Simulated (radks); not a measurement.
All-electron atom: neutral bismuth in [Xe] 4f14 5d9.75 6s2 6p3 6d0.25 (fractional occupations, a model configuration). Calculated with a radial shooting solver on a logarithmic mesh with Libxc functionals: scalar-relativistic Kohn-Sham, PBEsol, spin-polarised, spherical densities, finite nucleus; open shells are filled with parallel spins first (spin-orbit coupling, left out, can overturn this in heavy ions); Fermi nuclear charge, rms radius 5.5211 fm.

Local quantities along the radius. ELF = 1/(1 + alpha^2) is the electron localisation function; alpha = (tau - tau_W)/tau_unif compares the Pauli kinetic energy density with that of the uniform gas (summed over spins); s = |grad rho|/(2 (3 pi^2)^(1/3) rho^(4/3)) is the reduced gradient; -r V(r) is the screened charge that the Kohn-Sham potential of spin up presents (atomic units). tau is taken from the large components.

r (bohr)	ELF	alpha	s	-r V(r)
0.0008759	1.000	0.02156	0.9755	82.56
0.001053	0.999	0.02268	0.8882	82.45
0.001256	0.999	0.02409	0.8185	82.34
0.001509	0.999	0.02600	0.7584	82.19
0.001814	0.999	0.02853	0.7100	82.02
0.00218	0.999	0.03190	0.6723	81.82
0.002621	0.999	0.03645	0.6443	81.57
0.00315	0.998	0.04273	0.6256	81.28
0.003787	0.997	0.05158	0.6156	80.93
0.004552	0.996	0.06444	0.6142	80.51
0.005428	0.993	0.08272	0.6210	80.05
0.006524	0.988	0.1122	0.6365	79.47
0.007842	0.975	0.1598	0.6602	78.80
0.009427	0.946	0.2395	0.6899	78.01
0.01133	0.876	0.3758	0.7196	77.10
0.01362	0.733	0.6037	0.7345	76.04
0.01637	0.530	0.9412	0.7075	74.81
0.01968	0.374	1.294	0.6098	73.40
0.02347	0.335	1.409	0.4627	71.86
0.02821	0.415	1.188	0.3290	70.06
0.0339	0.575	0.8596	0.2803	68.02
0.04075	0.706	0.6451	0.3102	65.72
0.04899	0.741	0.5916	0.3820	63.15
0.05888	0.659	0.7187	0.4564	60.29
0.07078	0.471	1.059	0.4705	57.16
0.08508	0.350	1.363	0.3586	53.75
0.1014	0.425	1.164	0.2277	50.29
0.1219	0.619	0.7843	0.2238	46.46
0.1466	0.713	0.6346	0.3287	42.43
0.1762	0.612	0.7964	0.4575	38.27
0.2118	0.351	1.361	0.4561	34.00
0.2546	0.318	1.463	0.2298	29.74
0.306	0.566	0.8762	0.1613	25.56
0.3678	0.713	0.6342	0.2792	21.54
0.4386	0.671	0.6999	0.4367	18.01
0.5272	0.466	1.070	0.5662	14.76
0.6337	0.316	1.472	0.5047	11.94
0.7617	0.445	1.117	0.3666	9.548
0.9156	0.638	0.7540	0.4063	7.486
1.101	0.638	0.7529	0.5428	5.743
1.323	0.507	0.9851	0.6828	4.343
1.59	0.387	1.258	0.7614	3.281
1.896	0.398	1.231	0.7737	2.551
2.279	0.542	0.9184	0.8125	2.012
2.74	0.684	0.6791	0.9616	1.616
3.293	0.712	0.6352	1.272	1.304
3.958	0.614	0.7929	1.833	1.013
4.758	0.374	1.293	2.803	0.7535
5.719	0.097	3.044	4.453	0.6099
6.874	0.005	14.12	6.700	0.5260
8.197	0.000	52.44	5.629	0.4778
9.853	0.001	36.11	0.6729	0.3857
11.84	0.003	17.91	0.06863	0.3920
14.24	0.007	11.99	0.1216	0.4171
17.11	0.013	8.822	0.5500	0.4496
20.57	0.017	7.566	1.894	0.6755
24.72	0.011	9.555	3.667	0.3698
29.72	0.004	15.36	6.111	0.3271
35.44	0.001	30.94	11.37	0.2839
42.6	0.000	91.56	25.73	0.1842

On this mesh the ELF has minima near r = 0.023, 0.085, 0.25, 0.63, 1.6 bohr, which separate the shells, and maxima near 0.049 (0.74), 0.15 (0.71), 0.37 (0.71), 1.1 (0.64), 3.3 (0.71).
